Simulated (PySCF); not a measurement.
A structure optimised at PBE-D3(BJ)/def2-SVP, used in a PySCF frequency run:

```xyz
13

C      0.3312     2.9608     0.0000
C      0.0101     1.7746     0.0000
C     -0.2949     0.3959     0.0000
C     -1.4868    -0.2928     0.0000
C     -1.0028    -1.7380     0.0000
B      0.4369    -1.0030     0.0000
N      1.7687    -1.4131     0.0000
H      0.5976     4.0079     0.0000
H     -2.5231     0.0990     0.0000
H     -1.2908    -2.3290     0.8976
H     -1.2908    -2.3290    -0.8976
H      2.5473    -0.7528     0.0000
H      2.0532    -2.3927     0.0000
```

### Question
Write its SMILES, formula and point group.

### Answer
C#CC1=CCB1N, C5H6BN, Cs

### Question
What are its rotational constants (standard atomic weights)?

### Answer
4.6193, 1.9727, 1.3947 GHz
